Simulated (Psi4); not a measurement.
Br₃Sb, triplet, at the geometry of the source list (a higher spin typed on purpose: for a closed-shell molecule this is an excited state) (all electrons, no relativity). Base run: HF/STO-3G run with Psi4.

Input for Psi4:
```
memory 2 GB

molecule mol {
0 3
  Sb   -0.000800   -0.001000    0.987200
  Br    0.521700   -2.122600   -0.328900
  Br    1.578000    1.513300   -0.329400
  Br   -2.099000    0.610300   -0.328900
}

set basis sto-3g
set reference uhf
set scf_type pk

energy('scf')
print_variables()
```

Variants of this job, named by their change:

```tsv
change	ΔE vs base (mEh)	SCF cycles	basis functions	outcome
base	0.000	16	81	converged
d_convergence = 1e-10	0.000	27	81	converged
level_shift = 0.3	0.000	16	81	converged
soscf = true	0.000	8	81	converged
e_convergence = 1e-10	0.000	19	81	converged
damping_percentage = 20	-	-	81	not converged
cholesky_tolerance = 1e-6 (with scf_type cd)	0.199	16	81	converged
guess = sadno	0.000	16	81	converged
basis_guess = true	0.000	10	81	converged
cholesky_tolerance = 1e-3 (with scf_type cd)	78.084	15	81	converged
level_shift = 1.0	0.000	16	81	converged
basis_guess = sto-3g	0.000	1	81	converged
```

Open shells are given as the SCF converged; they aren't shown to be the lowest states, and a large step between rows can be another state.
